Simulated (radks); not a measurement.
The numbers below are computed, except where a source is named.
Excited configurations of the bismuth ion Bi3+: one electron is placed in a higher orbital outside [Xe] 4f14 5d10 6s1. The ground configuration is [Hg]. Level of theory: scalar-relativistic Kohn-Sham, LDA (Slater exchange, Perdew-Wang correlation), spin-polarised, spherical densities, finite nucleus; open shells are filled with parallel spins first (spin-orbit coupling, left out, can overturn this in heavy ions); Fermi nuclear charge, rms radius 5.5211 fm (a radial shooting solver on a logarithmic mesh with Libxc functionals). Excitation = E - E(ground); binding = E(ion) - E, where the ion is the core of charge +4; n* = 4/sqrt(2 binding) in atomic units, and the quantum defect is n - n*.

outer orbital,excitation (eV),binding (eV),n*,quantum defect,eigenvalue (eV),<r> (bohr)
5f,29.127,16.525,3.630,1.370,-13.322,3.235
6p,11.764,33.888,2.535,3.465,-29.567,2.431
7s,24.845,20.807,3.235,3.765,-18.589,4.084
7p,28.817,16.835,3.596,3.404,-15.008,4.819
7d,33.616,12.037,4.253,2.747,-10.662,6.316
7f,38.332,7.320,5.453,1.547,-6.470,9.879

The Delta-SCF ionisation energy is 45.652 eV (NIST Atomic Spectra Database: 45.4 eV, measured). Self-interaction in the functional shifts the binding energies and quantum defects, so they are the method's values and not measured ones.
